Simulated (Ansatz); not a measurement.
Input file for Ansatz (an electronic-structure program): U-B3LYP/def2-TZVPP on Cl (SMILES [Cl]).

Ansatz 0.2 input:
```yaml
crystal:
  periodic: [false, false, false]
  atoms:
    - {symbol: Cl, position_ang: [0.00000000, 0.00000000, 0.00000000]}
basis:
  gaussian:
    orbitals: def2-TZVPP
hamiltonian:
  xc: {name: B3LYP}
magnetization: {spin_polarized: true, initial_magnetization: 1}
```

Output:

```
WARN ansatz: RAYON_NUM_THREADS=1 ignored (pool sized by the plan → 1); use --threads N
Functional definition: B3LYP
integrals: 0.00 GiB planned
313 factors; their error is unknown
mean field: 0.09 GiB planned
mean field evaluation 1: about -12521.6514 eV, gradient 4.8e0 eV
mean field evaluation 2: about -12521.7447 eV, gradient 1.9e0 eV
mean field evaluation 4: about -12521.7571 eV, gradient 6.2e-2 eV
mean field evaluation 8: about -12521.7820 eV, gradient 1.6e-3 eV
mean field -12521.78196333 eV, -460.1669995836 hartree, gradient 6.0e-6 eV, S^2 0.753092; 0 other end points of the search recorded, 0 dependent functions left out
reference -12521.78211825 eV, -460.1670052771 hartree; 9, 8 occupied and 33, 34 virtual orbitals, 313 factors
Total energy: -12521.78211825 eV, -460.1670052771 hartree
```

The calculation finished and met its thresholds.

Cost: very roughly 0.4 core-seconds.
